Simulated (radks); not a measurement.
Question: The caesium ion Cs3+, 52 electrons, occupied as [Kr] 4d10 5s2 5p4 (the NIST ground configuration). Method: scalar-relativistic Kohn-Sham, PBE, spin-polarised, spherical densities, point nucleus; open shells are filled with parallel spins first (spin-orbit coupling, left out, can overturn this in heavy ions); computed with a radial shooting solver on a logarithmic mesh with Libxc functionals. Some entries of the table are withheld. Estimate them.

orbital,occ.,eigenvalue (hartree),<1/r> (bohr^-1)
1s up,1,-1316.749,59.40
1s down,1,-1316.745,59.40
2s up,1,-207.4778,13.64
2s down,1,-207.4759,13.64
2p up,3,-186.2267,13.00
2p down,3,-186.2234,13.00
3s up,1,-44.00671,4.918
3s down,1,-44.00339,4.918
3p up,3,-37.16871,4.668
3p down,3,-37.16490,4.668
3d up,5,-27.13481,4.423
3d down,5,-27.13115,4.423
4s up,1,-9.19038,2.018
4s down,1,-9.18265,2.018
4p up,3,-7.00321,1.856
4p down,3,-6.99523,1.856
4d up,5,-3.81939,1.586
4d down,5,-3.80803,1.590
5s up,1,-2.01322,0.7841
5s down,1,-1.94864,0.7886
5p up,3,-1.48251,0.6778
5p down,1,-1.41562,0.6765
5d up,0,-0.80539,(1)
5d down,0,-0.75309,(2)
6s up,0,-0.70771,0.3573
4f up,0,(3),0.8776
6s down,0,-0.68305,0.3514
4f down,0,(4),0.8967

Answer: 
(1) 5d up <1/r> (bohr^-1): 0.4944
(2) 5d down <1/r> (bohr^-1): 0.4786
(3) 4f up eigenvalue (hartree): -0.69652
(4) 4f down eigenvalue (hartree): -0.65695
